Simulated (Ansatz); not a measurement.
Reaction (cleavage of the Ge–Ge bond): `[OH][Ge]([GeH3])([GeH3])[GeH3]` + `O[Si](F)(Cl)Cl` → `F[Si](Cl)(Cl)[O][GeH3]` + `[OH][GeH]([GeH3])[GeH3]`

Gas-phase electronic energies from Ansatz, PBE0-D4/def2-TZVP geometries. CBS: MP2 limit from def2 TZ/QZ plus the TZ coupled-cluster correction, frozen cores. DFT in def2-TZVPP. For Ge outer-core shells are correlated without core-valence functions, which leaves a few kJ/mol of doubt a bond. Scalar relativity is left out up to krypton. One conformer a species, not always the lowest.

`[OH][Ge]([GeH3])([GeH3])[GeH3]`:

Z-matrix (Å, degrees):
```
Ge
Ge 1 2.438
Ge 1 2.426 2 112.1
O 1 1.802 2 109.2 3 -114.1
Ge 1 2.439 2 110.6 3 125.8
H 2 1.538 1 110.9 3 50.6
H 2 1.539 1 109.9 3 -69.9
H 2 1.540 1 110.0 3 170.8
H 3 1.536 1 110.4 2 -178.1
H 3 1.536 1 110.4 2 -56.9
H 3 1.539 1 108.7 2 62.5
H 4 0.960 1 112.3 2 -60.6
H 5 1.537 1 110.9 2 -175.8
H 5 1.540 1 110.0 2 64.0
H 5 1.538 1 109.9 2 -55.3
```

`O[Si](F)(Cl)Cl`:

Z-matrix (Å, degrees):
```
Si
F 1 1.579
Cl 1 2.026 2 106.6
O 1 1.612 2 111.1 3 121.9
Cl 1 2.011 2 108.3 3 -119.9
H 4 0.959 1 118.9 2 -75.5
```

`F[Si](Cl)(Cl)[O][GeH3]`:

Z-matrix (Å, degrees):
```
Si
Cl 1 2.029
Cl 1 2.028 2 108.9
F 1 1.575 2 107.8 3 -116.7
O 1 1.592 2 111.6 3 123.8
Ge 5 1.792 1 138.2 2 -58.7
H 6 1.533 5 107.2 1 -57.9
H 6 1.533 5 107.2 1 62.7
H 6 1.529 5 104.3 1 -177.6
```

`[OH][GeH]([GeH3])[GeH3]`:

Cartesian coordinates in Å:
```
O 1.052 1.895 -0.130
Ge 0.390 0.288 -0.581
Ge 1.512 -1.251 0.916
Ge -2.031 0.307 -0.322
H 0.778 2.587 -0.737
H 0.751 0.004 -2.061
H 1.033 -2.682 0.620
H 1.164 -0.905 2.371
H 3.034 -1.182 0.724
H -2.642 1.470 -1.124
H -2.407 0.480 1.158
H -2.634 -1.011 -0.836
```

```
          level  ΔE (eV)
         PBE-D4     0.10
       BHLYP-D4    -0.15
       PBE-QIDH    -0.04
        r2SCAN0    -0.03
    HF/def2-SVP    -0.40
CCSD/def2-TZVPP    -0.11
  HF/def2-QZVPP    -0.40
   HF/CBS(def2)    -0.41
```

Problem. What does CCSD(T)/CBS give? (Best estimate.)

Solution. The calculation gave: -0.04 eV. The listed levels differ from it by 0.14, -0.11, 0.00, 0.01, -0.36, -0.07, -0.36, -0.37 eV.

Largest T1 diagnostic among the species: 0.012.

From PBE to PBE0 (25 % exact exchange), in def2-TZVPP and without D4, ΔE moves by −0.06 eV. At CCSD(T), def2-SVP lies −0.14 eV from the extrapolated value and def2-TZVPP −0.04 eV.
